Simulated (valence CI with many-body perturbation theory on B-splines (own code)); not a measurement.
Valence orbitals of Os XXXV

Calculated by relativistic CI+MBPT: six valence electrons over a frozen Dirac-Fock core [Kr], radial functions for each j: 7 s, 7 p, 8 d, 6 f, 4 g, 1 h, with the one-electron correlation potential Σ1, the two-electron term Σ2, the three-electron term Σ3, Breit, model QED; selected CI, second order for the rest, scaled by the run's own slope (own B-spline code, finite nucleus).

No measured spectrum was set against this ion. As an estimate, large intervals hold to a few tenths of a per cent, small ones and those within an open d or f shell to about a per cent. Core correlation moves these levels by up to 8300 cm⁻¹, and in measured spectra 5 to 20 % of such shifts remained as error; rates that hang on mixing are uncertain with them. Among the levels kept, up to 740 cm⁻¹ of a level comes from second order outside the variational space, and about a tenth of that is noise between levels of different J, which matters for small intervals. Only levels of the ground parity were solved; by the run's estimate the other parity begins above the list, which can be wrong where configurations are misplaced.

These are the spectroscopic orbitals of the CI (the correlating ones are not listed), shaped by the core and the other valence electrons. h is the expectation value of the core's Dirac-Fock operator, without the valence repulsion; Σ1 is computed up to l = 3 at one energy for each symmetry, that of its lowest orbital but kept below the first core excitation, so for empty shells it is not the orbital's own correlation shift; Breit and QED include the response of the core.

```csv
Orbital,h (hartree),Σ1 (cm⁻¹),Breit (cm⁻¹),QED (cm⁻¹),⟨r⟩ (bohr)
5s1/2,-44.886,-10927,4719,3629,0.7165
6s1/2,-29.143,-4330,2512,1952,1.105
7s1/2,-20.472,-2247,1457,1151,1.582
5p1/2,-43.009,-10886,7204,91.0,0.7269
6p1/2,-28.132,-4471,3934,53.8,1.124
7p1/2,-19.866,-2361,2317,33.2,1.610
5p3/2,-41.342,-9522,4114,404,0.7592
6p3/2,-27.252,-4057,2289,227,1.162
7p3/2,-19.343,-2176,1495,137,1.655
4d3/2,-65.161,-22661,8239,-830,0.4148
5d3/2,-38.397,-10198,3451,-282,0.7633
6d3/2,-25.652,-4668,1845,-146,1.190
4d5/2,-64.331,-21808,4867,-400,0.4215
5d5/2,-38.037,-10032,2113,-110,0.7715
6d5/2,-25.458,-4586,1140,-55.4,1.200
4f5/2,-56.866,-45697,1966,-689,0.3942
5f5/2,-34.87,-9898,963,-237,0.7708
4f7/2,-56.651,-40565,-4.1,-535,0.3969
5f7/2,-34.773,-9636,171,-173,0.7735
5g7/2,-32.467,,-131,-94.3,0.7345
5g9/2,-32.436,,-299,-71.1,0.7356
```

Among the shells of the start configuration 4d6, Σ1 is largest in size for 4d3/2, where it is 0.16 % of h.

Lowest root of each symmetry, sizes in configuration state functions:

| J | Parity | Roots | Reference | Variational | Second order | Change by selected CI (cm⁻¹) | Change by second order (cm⁻¹) |
| --- | --- | --- | --- | --- | --- | --- | --- |
| 0 | even | 5 | 76 | 29063 | 564845 | -15122 | -47 |
| 1 | even | 4 | 168 | 33300 | 1492318 | -13167 | -136 |
| 2 | even | 8 | 273 | 33357 | 2307195 | -13672 | -546 |
| 3 | even | 6 | 300 | 31806 | 2939586 | -12456 | -481 |
| 4 | even | 7 | 321 | 32737 | 3020401 | -12874 | -612 |
| 5 | even | 2 | 272 | 30452 | 2246211 | -13791 | -446 |
| 6 | even | 2 | 232 | 30603 | 2190231 | -13794 | -282 |
